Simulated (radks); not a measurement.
Results of a calculation; reference values are marked as such.
Initial-state core-level shifts of the chromium ion Cr+ when its valence configuration changes from [Ar] 3d5. Code: a radial shooting solver on a logarithmic mesh with Libxc functionals. Model: scalar-relativistic Kohn-Sham, PBE, spin-polarised, spherical densities, finite nucleus; open shells are filled with parallel spins first; Fermi nuclear charge, rms radius 3.6452 fm. Shifts are changes of the shell-averaged eigenvalues in eV (positive: less bound); the change of the density at the nucleus, which sets a Mossbauer isomer shift, is in e/bohr^3, on a base of 1.151e+04.

valence               2s       2p       3s       3p  density at nucleus
3d4 4s1           -5.917   -5.849   -5.248   -5.058              +7.350
3d3 4s2          -13.523  -13.375  -11.736  -11.314             +16.191
3d3 4p2          -15.852  -15.697  -14.048  -13.599              +3.103
3d2 4p3          -25.849  -25.587  -22.128  -21.383              +5.805
3d3 4s1.5 4p0.5  -14.132  -13.982  -12.318  -11.887             +13.304
3d4 4p1           -7.158   -7.092   -6.562   -6.370              +1.164
3d4.5 4s0.5       -2.753   -2.721   -2.477   -2.389              +3.392
3d3.5 4s1.5       -9.529   -9.424   -8.385   -8.088             +11.377
